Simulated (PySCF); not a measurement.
Compound: C3H11NO2Si (charge +1 and doublet state).
SMILES with atom numbers: `[CH3:1][CH2:2][O:3][Si@H:4]([OH:5])[NH+:6][CH3:7]` (hydrogens: H8, H9, H10 on C1; H11, H12 on C2; H13 on Si4; H14 on O5; H15 on N6; H16, H17, H18 on C7)

Cartesian coordinates in Å at the GFN2-xTB level; atoms count from 1:
```
atom  x, y, z in Å
C1     2.7878   -0.5153   -0.0961
C2     1.8664    0.6797   -0.1500
O3     0.6011    0.3447   -0.6254
Si4   -0.8796    0.9613   -0.4208
O5    -0.8115    2.0380    0.7643
N6    -1.8170   -0.4186    0.1774
C7    -2.4324   -1.4188   -0.5957
H8     2.4172   -1.2539    0.6143
H9     2.8517   -0.9984   -1.0694
H10    3.7797   -0.2018    0.2146
H11    1.7872    1.1791    0.8260
H12    2.2769    1.4405   -0.8358
H13   -1.4079    1.3543   -1.7032
H14   -1.5086    2.6247    1.0499
H15   -1.7000   -0.6800    1.1505
H16   -3.3907   -1.7076   -0.1430
H17   -1.8434   -2.3479   -0.6136
H18   -2.5857   -1.0739   -1.6148
```

The hyperfine couplings belong to this conformer and change with its torsions.

Computed with UKS B3LYP, pcH-1 on C H N O Si, non-relativistic, mean-field spin-orbit, GIAO in PySCF 2.14.0. Isolated species at its GFN2-xTB geometry (one conformer only). A GFN2-xTB geometry isn't a minimum of the functional, and hyperfine couplings can be far from their values at a DFT geometry, by a factor of two or more for some ions and for spin on atoms past the first row. No stability test was run, so a lower SCF solution isn't excluded.

(1) Give the principal g shifts and their parts.

(2) What effective moment and Curie constant follow for a powder?

(3) What are the electron Larmor frequencies g μB B/h along the three axes at 1200 mT?

(4) Average each term over the three axes. Which is largest in size?

(5) In a frozen sample, at which fields do the three g values resonate at 9.5, 34, 94 and 263 GHz (hyperfine left aside), and which band first spreads them over more than twice a line width of 1.0 mT?

## Answers

(1) 
```
                    Δg (ppm)     1     2     3
relativistic mass correction  -231  -231  -231
            gauge correction    22    34    29
   orbital Zeeman/spin–orbit  1636  1843  3543
                       total  1427  1646  3341
```

So g = 2.00375, 2.00397, 2.00566 and g_iso = 2.00446; the tensor is close to axial: the two nearest values differ by 11 % of g3 − g1. 

(2) With the mean of g² = 4.0178 and S(S+1) = 0.75: μ_eff = √(⟨g²⟩S(S+1)) = 1.736 μB and χT = 0.12505·⟨g²⟩·S(S+1) = 0.377 cm³ K/mol (cgs; spin-Hamiltonian part alone).

(3) 33.6539, 33.6576, 33.6861 GHz for g1, g2 and g3, a range of 32.1 MHz.

(4) The orbital-Zeeman/spin–orbit term 2341, the mass correction -231 and the gauge correction 28 ppm, for a total of 2138 ppm. The orbital-Zeeman/spin–orbit term is the largest in size. The mass correction is the same along every axis, so the anisotropy comes from the other two: their spans along these axes are 12 (gauge) and 1907 ppm (orbital Zeeman/spin–orbit).

(5) 
```tsv
band	GHz	B(g3) mT	B(g2) mT	B(g1) mT	spread mT
X	9.5	338.42	338.71	338.74	0.32
Q	34.0	1211.18	1212.21	1212.34	1.16
W	94.0	3348.57	3351.40	3351.77	3.20
J	263.0	9368.86	9376.79	9377.81	8.95
```

The spread grows in proportion to the frequency. W band is the first where it exceeds 2.0 mT.

The largest Mulliken spin populations are on N6 (+0.71), O3 (+0.15) and H17 (+0.08). The angles at N6 add up to 357.7°, so it is nearly planar; its axial dipolar tensor and the negative coupling of its proton fit spin in a p orbital normal to that plane.

The HOMO–LUMO gaps are 8.53 eV among the α and 1.91 eV among the β orbitals.
